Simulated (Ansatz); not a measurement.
`BCBCl` + H–F → `BCBF` + HCl  (ligand exchange at a B–Cl bond)

Gas-phase electronic energies from Ansatz, PBE0-D4/def2-TZVP geometries. CCSD(T)/CBS is the MP2 limit (def2-TZVPP, def2-QZVPP) plus CCSD(T) − MP2 in def2-TZVPP, frozen cores. This one scheme is used for every species. Functionals use def2-TZVPP. B3LYP here is the variant with VWN-RPA as its local correlation; programs differ in this. HSE06 is defined as in plane-wave codes. One conformer a species, not always the lowest.

| level | ΔE (kJ/mol) | difference from CCSD(T)/CBS |
| --- | --- | --- |
| LDA (SPW92) | -49.4 | -4.5 |
| PBE-D4 | -45.0 | -0.1 |
| revPBE-D4 | -41.2 | 3.7 |
| BLYP-D4 | -52.8 | -7.9 |
| r2SCAN-D4 | -50.8 | -5.9 |
| B97M-V | -55.2 | -10.3 |
| PBE0-D4 | -44.8 | 0.1 |
| B3LYP-D4 | -53.1 | -8.2 |
| r2SCANh-D4 | -50.1 | -5.2 |
| r2SCAN0-D4 | -49.3 | -4.4 |
| HSE06-D4 | -44.7 | 0.2 |
| BHLYP-D4 | -55.2 | -10.3 |
| CAM-B3LYP-D4 | -58.6 | -13.7 |
| ωB97X-V | -52.5 | -7.6 |
| ωB97M-V | -52.1 | -7.2 |
| B2PLYP | -53.7 | -8.8 |
| PBE-QIDH | -45.3 | -0.4 |
| PBE | -48.1 | -3.2 |
| revPBE | -48.0 | -3.1 |
| BLYP | -59.4 | -14.5 |
| PBE0 | -47.6 | -2.7 |
| B3LYP | -58.3 | -13.4 |
| r2SCAN0 | -50.3 | -5.4 |
| HSE06 | -47.3 | -2.4 |
| BHLYP | -59.8 | -14.9 |
| CAM-B3LYP | -61.6 | -16.7 |
| RPA@PBE/def2-TZVPP | -51.7 | -6.8 |
| HF/def2-SVP | -68.1 | -23.2 |
| MP2/def2-SVP | -57.0 | -12.1 |
| CCSD(T)/def2-SVP | -60.5 | -15.6 |
| HF/def2-TZVPP | -64.5 | -19.6 |
| MP2/def2-TZVPP | -42.3 | 2.6 |
| SCS-MP2/def2-TZVPP | -48.5 | -3.6 |
| CCSD(T)/def2-TZVPP | -49.0 | -4.1 |
| HF/def2-QZVPP | -65.1 | -20.2 |
| MP2/def2-QZVPP | -40.2 | 4.7 |
| SCS-MP2/def2-QZVPP | -46.4 | -1.5 |
| HF/CBS(def2) | -65.2 | -20.3 |
| MP2/CBS(def2) | -38.2 | 6.7 |
| CCSD/CBS(def2) | -47.7 | -2.8 |
| CCSD(T)/CBS | -44.9 | 0 |

Largest T1 diagnostic among the species: 0.013.

At CCSD(T), def2-SVP lies −15.6 kJ/mol from the extrapolated value and def2-TZVPP −4.1 kJ/mol. Leaving LDA and LC-ωPBE aside and taking each functional with its dispersion term where it has one, the values spread over 17.5 kJ/mol, from CAM-B3LYP-D4 to revPBE-D4. In def2-TZVPP, CCSD(T) changes the Hartree–Fock value by +15.5 kJ/mol (the triples alone add +2.8 kJ/mol) and MP2 by +22.2 kJ/mol.
